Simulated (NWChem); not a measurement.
# AuNH₃Cl; SMILES [Cl][Au]<-[NH3]

All runs: NWChem. def2 effective core potentials on Au; no spin-orbit coupling. The level has its own optimisation; frequencies are unscaled.

Task: Estimate the computed values for PBE/def2-SVP. Quantities: r Au–Cl (Å); r Au–N (Å); r H–N (Å); highest harmonic frequency (cm⁻¹); lowest (cm⁻¹); zero-point energy (kcal/mol).

Result: 
* **r Au–Cl (Å)**: 2.262
* **r Au–N (Å)**: 2.112
* **r H–N (Å)**: 1.030
* **highest harmonic frequency (cm⁻¹)**: 3485
* **lowest (cm⁻¹)**: 129
* **zero-point energy (kcal/mol)**: 24.4
